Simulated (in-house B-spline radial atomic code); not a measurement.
CAM-B3LYP excitations of Sb3+

Method: CAM-B3LYP. Computed with a B-spline radial code for spherical atoms: linear response of the closed shell [Kr] 4d10 5s2 with the functional's adiabatic kernel; scalar-relativistic (spin-free one-electron X2C), finite nucleus, no spin-orbit coupling, no double excitations, S, P, D and F terms only; shells from n = 3 respond. Only terms of natural parity with L up to 3 were computed.

Command:
```bash
python run_td.py task.json out
```
Settings (radii: box in bohr, nucleus in fm):
```
Z                        51
electrons                48
configuration            [Kr] 4d10 5s2
hamiltonian              x2c
method                   camb3lyp
box_radius               23.08
rms_radius               4.6802
intervals                72
```

Run time, properties included: 1.9 s on 1 thread of Intel(R) Xeon(R) 6975P-C (Granite Rapids) (shared host).

The lowest states, in the order of their Tamm-Dancoff energies; the method's threshold (minus the highest occupied level) is 41.53 eV. Labels give the largest channel, * marks a mixed state, and oscillator strengths are full-response dipole values. Semilocal kernels can invert the small singlet-triplet splittings of Rydberg terms. Energies in eV:

| state | full response | Tamm-Dancoff | oscillator strength |
| --- | --- | --- | --- |
| 5s → 5p 3P | 8.513 | 8.635 | - |
| 5s → 5p 1P | 11.849 | 12.340 | 1.58 |
| 5s → 5d 3D | 21.795 | 21.805 | - |
| 5s → 5d 1D | 22.556 | 22.574 | - |
| 5s → 6s 3S | ? | ? | - |
| 5s → 6s 1S | 23.582 | 23.615 | - |
| 5s → 6p 3P | 26.290 | 26.296 | - |
| 5s → 6p 1P | 26.504 | 26.545 | 0.0307 |
| 5s → 4f 3F | 27.653 | 27.669 | - |
| 5s → 4f 1F | 28.095 | 28.098 | - |
| 5s → 6d 3D | 30.78 | 30.79 | - |
| 5s → 6d 1D | ? | ? | - |
| 5s → 7s 3S | 31.05 | 31.05 | - |
| 5s → 7s 1S | 31.24 | 31.25 | - |
| 5s → 7p 3P | 32.49 | 32.50 | - |
| 5s → 7p 1P | 32.58 | 32.59 | 0.0364 |

(1) Where does 5s → 6s 3S lie?

(2) Where does 5s → 6d 1D lie?

(3) How large is the singlet-triplet splitting of 5s → 5p (P terms) in Tamm-Dancoff?

(4) What polarisabilities and dispersion coefficient does the method give?

## Answers

(1) At 22.992 eV in full response, 22.995 eV in Tamm-Dancoff.

(2) At 30.97 eV in full response, 30.97 eV in Tamm-Dancoff.

(3) 3.71 eV, from the unrounded values.

(4) Dipole 10.52 bohr³, quadrupole 29.12 bohr⁵, C6 50.43 hartree·bohr⁶ for two such species.
